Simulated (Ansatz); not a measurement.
Barrier from R1 to the saddle point P1, each structure at its B3LYP-D3(BJ)/def2-TZVP stationary point, reached from a drawn start; harmonic modes at that level show the others as minima.
R1, NH3 (SMILES N) (charge 0, multiplicity 1):
```tsv
atom	x (Å)	y (Å)	z (Å)
N	0.0000	0.0000	0.2791
H	0.0000	0.9428	-0.0931
H	0.8165	-0.4714	-0.0931
H	-0.8165	-0.4714	-0.0931
```
P1, H3N, a first-order saddle point (one imaginary mode, 800i cm⁻¹) (charge 0, multiplicity 1):
| atom | x (Å) | y (Å) | z (Å) |
|---|---|---|---|
| N | 0.0000 | 0.0000 | 0.0000 |
| H | 0.9974 | 0.0000 | 0.0000 |
| H | -0.4987 | 0.8638 | 0.0000 |
| H | -0.4987 | -0.8638 | 0.0000 |

P less R. No zero-point or thermal terms. No path was followed down from the saddle.

Correlated levels freeze the cores.

Programs: Ansatz (a program for electronic structure) with Gaussian orbitals. No computed number here is a measurement.

Total energies in hartree:

```csv
structure,PBE/def2-TZVPP,PBE0/def2-TZVPP,CCSD(T)/cc-pVQZ
R1,-56.510610,-56.515727,-56.492970
P1,-56.502348,-56.507902,-56.483806
```

Task: Work out the barrier height at each level in kcal/mol (1 hartree = 627.50947 kcal/mol), and say how far PBE/def2-TZVPP lies from CCSD(T)/cc-pVQZ.

Result: 
- PBE/def2-TZVPP: (-56.502348) − (-56.510610) = 0.008262 hartree = 5.18 kcal/mol
- PBE0/def2-TZVPP: (-56.507902) − (-56.515727) = 0.007825 hartree = 4.91 kcal/mol
- CCSD(T)/cc-pVQZ: (-56.483806) − (-56.492970) = 0.009164 hartree = 5.75 kcal/mol
PBE/def2-TZVPP less CCSD(T)/cc-pVQZ: -0.57 kcal/mol. CCSD(T)/cc-pVQZ is the level counted from, the highest shown, and no exact or measured value.
